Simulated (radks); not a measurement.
Values are calculated unless marked as measured or tabulated.
Problem. The mean radii <r> (bohr) of the occupied orbitals of an atom or ion are listed with their occupations. Code: a radial shooting solver on a logarithmic mesh with Libxc functionals. Model: non-relativistic Kohn-Sham, LB94 model potential, spin-polarised, spherical densities, point nucleus.

orbital  occ.      <r>
1s          2  0.03220

Name the element and its charge. Open shells, if any, are filled with parallel spins first.

Solution. Z = 47, silver, charge +45: Ag45+ in [He]. The 1s radius gives Z: for a bare nucleus <r> = 1.5/Z, 0.03191 bohr for Z = 47, and screening makes it slightly larger (0.03220 here). The occupations add up to 2, and the charge is Z minus that.
